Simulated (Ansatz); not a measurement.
A nudged elastic band was laid between two geometries of ClH2InOS (6 atoms, charge 0, multiplicity 1).

These are results of Ansatz, RKS PBE0-D4/def2-SVP, not measurements.

* movable images: 6
* climbing image: no
* spring: 5.0 eV/Å²
* optimiser: quadratic models (default)
* start path: IDPP
* force threshold: 0.05 eV/Å
* iteration limit: 31
* end points: relaxed

First end point:

```xyz
6
Properties=species:S:1:pos:R:3
O -0.643 1.656 -0.304
In -0.423 -0.317 -0.372
S 1.256 -1.580 0.763
Cl -1.981 -1.431 -1.701
H 0.011 2.084 0.261
H 1.821 -0.477 1.305
```

Last end point:

```xyz
6
Properties=species:S:1:pos:R:3
O -0.143 1.666 0.074
In -0.256 -0.292 -0.240
S 1.307 -1.769 0.770
Cl -1.972 -1.074 -1.629
H -0.839 2.144 -0.395
H 1.945 -0.740 1.374
```

**Question.** Which bonds break or form, and what moves?

**Answer.** No bond is made or broken. The dihedral H5–O1–In2–Cl4 goes from 179 to 0°.

**Question.** What energy profile does the band end with?

**Answer.** The forces met the threshold. The highest image is number 3 of 0 to 7, 1.3 kcal/mol above the first end and 2.9 kcal/mol above the last; the last end lies 1.6 kcal/mol below the first. No image climbed, so the highest image needn't sit at the top of the path.

```csv
image,path coordinate (Å),energy (kcal/mol),dihedral H5–O1–In2–Cl4 (°)
0,0.00,0.0,179
1,0.28,0.3,156
2,0.56,0.9,130
3,0.83,1.3,103
4,1.11,0.9,76
5,1.39,-0.2,48
6,1.67,-1.2,21
7,1.94,-1.6,0
```

**Question.** What is the geometry of the highest image?

**Answer.** 
```xyz
6
Properties=species:S:1:pos:R:3:forces:R:3
O -0.119 1.709 -0.382 -0.01 0.02 0.03
In -0.352 -0.270 -0.369 0.01 0.00 0.00
S 1.169 -1.764 0.695 -0.02 0.00 0.01
Cl -2.139 -1.136 -1.600 -0.01 -0.01 -0.01
H -0.422 2.134 0.429 0.00 -0.01 -0.02
H 1.905 -0.738 1.181 0.02 0.00 -0.01
```

Run time: 7.6 min on 1 thread of Intel(R) Xeon(R) Processor @ 2.50GHz (Skylake/Cascade Lake) (shared host), peak memory 0.2 GiB.
